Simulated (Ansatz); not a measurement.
`CB(N)[SiH2]Cl` + `O[SiH2]S[SiH2][SiH3]` → `CB(N)[SiH2][SiH3]` + `O[SiH2]S[SiH2]Cl`  (redistribution)

Calculated with Ansatz (gas phase, PBE0-D4/def2-TZVP geometries, no zero-point term in ΔE). CCSD(T)/CBS is the MP2 limit (def2-TZVPP, def2-QZVPP) plus CCSD(T) − MP2 in def2-TZVPP, frozen cores. Functionals use def2-TZVPP. Each species was taken in one conformer, which may not be the lowest.

`CB(N)[SiH2]Cl`:

Z-matrix (Å, degrees):
```
C
B 1 1.569
H 1 1.095 2 113.7
H 1 1.096 2 110.7 3 121.7
H 1 1.095 2 110.5 3 -121.8
N 2 1.391 1 121.4 3 -1.8
Si 2 2.025 1 121.0 3 177.8
H 6 1.009 2 122.6 1 -0.1
H 6 1.006 2 124.0 1 178.9
Cl 7 2.077 2 109.1 1 -55.0
H 7 1.491 2 113.5 1 -173.7
H 7 1.489 2 113.5 1 63.3
```

`O[SiH2]S[SiH2][SiH3]`:

Z-matrix (Å, degrees):
```
Si
S 1 2.136
O 1 1.639 2 113.4
H 1 1.487 2 107.5 3 -123.0
H 1 1.477 2 107.4 3 116.4
Si 2 2.146 1 96.9 3 87.9
H 3 0.959 1 118.0 2 -57.6
Si 6 2.338 2 110.8 1 85.0
H 6 1.486 2 106.7 1 -154.2
H 6 1.492 2 109.4 1 -37.7
H 8 1.486 6 109.9 2 -58.4
H 8 1.487 6 108.9 2 61.1
H 8 1.489 6 110.7 2 -178.9
```

`CB(N)[SiH2][SiH3]`:

Z-matrix (Å, degrees):
```
C
B 1 1.572
H 1 1.095 2 110.8
H 1 1.095 2 113.7 3 -121.7
H 1 1.096 2 110.8 3 116.7
N 2 1.392 1 120.6 3 122.7
Si 2 2.027 1 121.0 3 -59.1
H 6 1.009 2 122.6 1 0.0
H 6 1.006 2 123.9 1 -179.7
Si 7 2.341 2 110.1 1 -68.2
H 7 1.496 2 112.6 1 171.7
H 7 1.493 2 111.9 1 50.8
H 10 1.490 7 110.2 2 57.5
H 10 1.489 7 112.4 2 178.1
H 10 1.490 7 110.4 2 -61.2
```

`O[SiH2]S[SiH2]Cl`:

Z-matrix (Å, degrees):
```
Si
S 1 2.145
O 1 1.638 2 112.0
H 1 1.483 2 103.8 3 122.9
H 1 1.478 2 111.1 3 -117.2
Si 2 2.121 1 97.5 3 47.5
H 3 0.959 1 118.5 2 44.2
Cl 6 2.059 2 111.6 1 -83.8
H 6 1.479 2 110.9 1 35.8
H 6 1.477 2 107.5 1 158.9
```

```json
{"level": "ωB97X-V", "ΔE (kJ/mol)": "-11.9"}
{"level": "ωB97M-V", "ΔE (kJ/mol)": "-13.0"}
```

Problem. What does CCSD(T)/CBS give? (Estimate.)

Solution. Computed: -11.5 kJ/mol. The listed levels differ from it by -0.4, -1.5 kJ/mol.

Largest T1 diagnostic among the species: 0.013.

In def2-TZVPP, CCSD(T) changes the Hartree–Fock value by −5.5 kJ/mol (the triples alone add −1.1 kJ/mol) and MP2 by −6.8 kJ/mol.
